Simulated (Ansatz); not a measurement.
# CH3BClFO (methoxychlorofluoroborane): the energy, rung by rung

CH3BClFO: 8 atoms, total charge 0, spin state singlet. SMILES: `COB(F)Cl`. The shape was relaxed beforehand at B3LYP/def2-SVP. This is one conformer, not always the lowest.

```jsonl
{"atom": "C", "x (Å)": "0.6661", "y (Å)": "-0.4195", "z (Å)": "0.8075"}
{"atom": "O", "x (Å)": "-0.1212", "y (Å)": "-0.6391", "z (Å)": "-0.3486"}
{"atom": "B", "x (Å)": "-0.7908", "y (Å)": "0.2684", "z (Å)": "-1.0619"}
{"atom": "F", "x (Å)": "-1.4706", "y (Å)": "-0.1377", "z (Å)": "-2.1217"}
{"atom": "Cl", "x (Å)": "-0.8253", "y (Å)": "2.0038", "z (Å)": "-0.6699"}
{"atom": "H", "x (Å)": "1.7127", "y (Å)": "-0.6776", "z (Å)": "0.5832"}
{"atom": "H", "x (Å)": "0.3069", "y (Å)": "-1.0817", "z (Å)": "1.6098"}
{"atom": "H", "x (Å)": "0.6143", "y (Å)": "0.6263", "z (Å)": "1.1457"}
```

Quantity: the dissociation energy of the B3–O2 bond into doublet BClF and doublet CH3O (shapes relaxed at B3LYP/def2-SVP, no zero-point term), in eV. The values are calculated.

```csv
level,kind,program,value (eV),less CCSD(T)/def2-SVP,CPU time (all runs)
HF/def2-SVP,Hartree–Fock,Ansatz,4.94,-1.21,0.86 s
PBE/def2-SVP,GGA,Ansatz,6.05,-0.10,1.9 s
r2SCAN/def2-SVP,meta-GGA,Ansatz,5.97,-0.18,4.2 s
B3LYP/def2-SVP,global hybrid,Ansatz,6.03,-0.12,2.6 s
wB97M-V/def2-SVP,range-separated hybrid,Ansatz,6.45,+0.30,9.6 s
MP2/def2-SVP,perturbation theory,Ansatz,6.47,+0.32,1.1 s
CCSD(T)/def2-SVP,coupled cluster or CI,Ansatz,6.15,0.00,6.5 s
```

Differences are taken from CCSD(T)/def2-SVP for orientation; it has basis-set and higher-order errors of its own. The values span 4.94 to 6.47 eV. Hartree–Fock misses the correlation of the electron pair that is broken and comes out low. Measured bond enthalpies also hold zero-point and thermal terms, a few tenths of an eV less. Times are those of the runs behind each value, whatever else they computed, on shared processors of several kinds: orders of magnitude only.
